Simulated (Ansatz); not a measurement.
`CB(C)BN`. Total charge 0; spin multiplicity 1.

```xyz
14

C    -1.320    0.118    1.154
B    -0.154   -0.293    0.184
C    -0.258   -1.675   -0.555
B     1.199    0.695   -0.001
N     1.324    1.742   -0.912
H    -1.899   -0.723    1.547
H    -1.036    0.782    1.974
H    -2.015    0.699    0.526
H     0.268   -2.388    0.100
H     0.251   -1.730   -1.521
H    -1.279   -2.054   -0.656
H     2.161    0.508    0.707
H     2.152    2.310   -0.986
H     0.605    2.010   -1.562
```

(1) Give the diagnostics of a CCSD(T)/def2-TZVPP run (frozen core, Ansatz). (Best estimate.)

Results:

(1) Computed: T1 = 0.0117, largest single amplitude 0.021, largest double 0.023, (T) share of the correlation energy 3.7 %, 9 CCSD cycles. The RHF solution is stable towards an unrestricted one. T1 lies under the customary mark of 0.02 for closed shells.
